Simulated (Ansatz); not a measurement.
```yaml
crystal:
  periodic: [false, false, false]
  atoms:
    - {symbol: Au, position_ang: [-0.763706, -0.991085, 0.436289]}
    - {symbol: Au, position_ang: [0.746360, 0.959647, -0.541198]}
    - {symbol: H, position_ang: [-0.418059, 1.984707, -0.539725]}
    - {symbol: H, position_ang: [0.435415, -1.953279, 0.644634]}
basis:
  gaussian: {orbitals: def2-mTZVPP, nuclear_model: gaussian}
total_charge: 1
magnetization: {spin_polarized: false, initial_magnetization: 1}
hamiltonian: {xc: {name: PBE0}, dispersion: d3bjatm}
scf: {omitted_lower_state_checks: [starts]}
```

```sh
$ ansatz run in.yaml --threads 4 --pin off --events-out ev --progress --plain --max-ram 3916MiB
```

Shortened log:

```
Functional definition: PBE0
  name "PBE0"
  cite "Adamo & Barone, J. Chem. Phys. 110, 6158 (1999) doi:10.1063/1.478522"
  cite "Perdew, Burke & Ernzerhof, Phys. Rev. Lett. 77, 3865 (1996) doi:10.1103/PhysRevLett.77.3865"
  parent pbe
  parameter a = 0.25
  parameter kappa = 0.804
  parameter beta = 0.06672455060314922
  exchange = (1 - a)*pbe_x(kappa = kappa, mu = beta*pi^2/3) + a*exact_x
  correlation = pbe_c(beta = beta)
these checks for a lower state are left out or cut short: starts
952 factors; integrals over basis functions are off by at most 6.9e-4 eV
mean field evaluation 1: about -7404.7150 eV, gradient 5.5e1 eV
mean field evaluation 2: about -7404.7785 eV, gradient 5.5e1 eV
mean field evaluation 4: about -7409.9817 eV, gradient 1.6e0 eV
mean field evaluation 8: about -7409.9995 eV, gradient 2.6e-2 eV
mean field evaluation 16: about -7409.9995 eV, gradient 1.1e-5 eV
mean field -7409.99950524 eV, -272.3124591397 hartree, gradient 1.1e-5 eV, S^2 0.750000; 0 other end points of the search recorded, 0 dependent functions left out
reference -7409.99954674 eV, -272.3124606645 hartree; 20, 19 occupied and 62, 63 virtual orbitals, 952 factors
Total energy: -7410.07681181 eV, -272.3153001036 hartree
Checks for a lower state left out: starts
```

Hardware: 4 threads of Arm Neoverse V2 on a shared host. Wall time 1.3 s.

In the def2 sets Au takes a core potential; there is no spin–orbit coupling.

With spin_polarized false and unpaired electrons the run is restricted open-shell.
